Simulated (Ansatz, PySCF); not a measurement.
Isomers of CH3NO: 1 is O=CN, 2 is [H]/N=C/O; one conformer of each (the lowest of an xTB search), B3LYP-D3(BJ)/def2-TZVP minima.
Isomer 1 (charge 0, multiplicity 1):
```xyz
6

N     -0.6935    -0.0314    -0.0093
C      0.6612     0.0338     0.0080
O      1.3082     1.0440    -0.1452
H     -1.2270     0.8098    -0.1588
H     -1.1758    -0.9022     0.1246
H      1.1269    -0.9540     0.1806
```
Isomer 2 (charge 0, multiplicity 1):
```xyz
6

H      1.6742    -0.5853     0.3395
N      0.6862    -0.7601     0.1845
C      0.0490     0.3076    -0.0182
O     -1.2758     0.3183    -0.2472
H      0.4440     1.3237    -0.0386
H     -1.5775    -0.6042    -0.2188
```

No zero-point or thermal terms.

Correlated levels freeze the cores. Rows in 6-31G* carry no dispersion term and start afresh at each structure (6-31G* with six Cartesian d functions).

Programs: Ansatz (a quantum-chemistry and plane-wave program) with Gaussian orbitals; PySCF for 6-31G* rows. Each number belongs to the level named beside it.

**Question.** One of these levels gives 0.621 eV for the electronic energy of isomer 2 less that of isomer 1. Name it.
(A) BLYP/def2-TZVPP
(B) CCSD/cc-pVTZ
(C) HF/6-31G*

**Answer.** C, HF/6-31G*. The others give 0.547 (BLYP/def2-TZVPP), 0.454 (CCSD/cc-pVTZ)
